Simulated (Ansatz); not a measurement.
`[SH][SnH]([Cl])[Cl]` + CH₃NH₂ → `C[NH][SnH]([Cl])[Cl]` + H₂S at 600 K and 1 bar (ligand exchange at the Sn–S bond).

Gas-phase electronic energies from Ansatz, PBE0-D4/def2-TZVP geometries. CCSD(T)/CBS adds triple-zeta CCSD(T) − MP2 to the extrapolated MP2 energy (def2 sets, frozen cores). This one scheme is used for every species. Elements past krypton have def2 core potentials. For Sn outer-core shells are correlated without core-valence functions, which leaves a few kJ/mol of doubt a bond. Each species was taken in one conformer, which may not be the lowest.

```csv
species,CCSD(T)/CBS energy (Eh),H − E (kJ/mol),S (J/(mol·K))
`[SH][SnH]([Cl])[Cl]`,-1532.67433,101.8,452.0
CH₃NH₂,-95.75281,199.3,283.8
`C[NH][SnH]([Cl])[Cl]`,-1229.43487,232.5,489.0
H₂S,-398.97279,60.8,230.9
```

H − E and S are ideal-gas, rigid-rotor, harmonic terms from PBE0-D4/def2-TZVP, for one conformer and one mirror image of each species. 1 Eh = 2625.50 kJ/mol, R = 8.31446 J/(mol·K).

By hand: ΔE, ΔH, ΔS and ΔG.

ΔE = (-1229.43487) + (-398.97279) − (-1532.67433) − (-95.75281) = 0.01948 Eh = 51.1 kJ/mol. Δ(H − E) = 232.5 + 60.8 − 101.8 − 199.3 = -7.8, so ΔH = 43.3 kJ/mol. ΔS = 489.0 + 230.9 − 452.0 − 283.8 = -15.9 J/(mol·K). ΔG = 43.3 − 600 × (-15.9)/1000 = 52.8 kJ/mol.

By hand: the equilibrium constant, and the temperature at which ΔG would vanish if ΔH and ΔS stayed fixed.

log₁₀ K = −ΔG/(RT ln 10) = -4.6. ΔH and −TΔS have one sign here, so there is no such temperature.

ΔH outweighs TΔS. A doubt of 5 kJ/mol in ΔE shifts log₁₀ K by 0.4 here. Other conformers and mirror images would add mixing entropy, several J/(mol·K) or more a flexible species. Modes under 60 cm⁻¹, often nearly free rotors, make the harmonic entropy too high. These are equilibria of isolated gas molecules and say nothing of rates. Largest T1 diagnostic: 0.012 (customary marks: 0.02 for closed shells, 0.045 for open ones).
